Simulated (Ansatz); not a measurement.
Cartesian coordinates (Å):
```xyz
22

B      2.4375    -0.9330     0.6794
C      1.0889    -0.7038    -0.0529
C      0.8595     0.6632    -0.7561
C     -0.5496     1.0522    -0.2842
S     -1.0009     2.7868    -0.5423
C     -1.5690     0.1297    -0.9789
C     -1.3573    -1.2277    -0.2630
C     -0.2241    -0.9284     0.7293
C     -0.5671     0.5048     1.1500
H      3.4506    -0.4076     0.2714
H      2.5164    -1.7075     1.6084
H      1.2096    -1.5162    -0.8128
H      1.5926     1.4157    -0.4248
H      0.9175     0.6188    -1.8532
H      0.0354     3.3175     0.1432
H     -1.3950     0.0878    -2.0643
H     -2.5907     0.5099    -0.8253
H     -1.0958    -2.0418    -0.9559
H     -2.2690    -1.5370     0.2706
H     -0.1319    -1.6645     1.5401
H      0.1952     0.9735     1.7934
H     -1.5530     0.6079     1.6278
```
Charge 0, multiplicity 1.

These are frozen-core CCSD(T)/cc-pVDZ // PBE0-D3(BJ)/def2-SVP (Ansatz, a first-principles code) values and carry that method's errors.

```yaml
HF energy: -694.85315 Ha
MP2 correlation energy: -1.19989 Ha
```

**Question.** Estimate the CCSD correlation energy, the (T) correction, the total energy and the T1 diagnostic.

**Answer.** 
```json
{
 "CCSD correlation energy": "-1.29469 Ha",
 "(T) correction": "-0.04555 Ha",
 "CCSD(T) total energy": "-696.19339 Ha",
 "T1 diagnostic": "0.009"
}
```
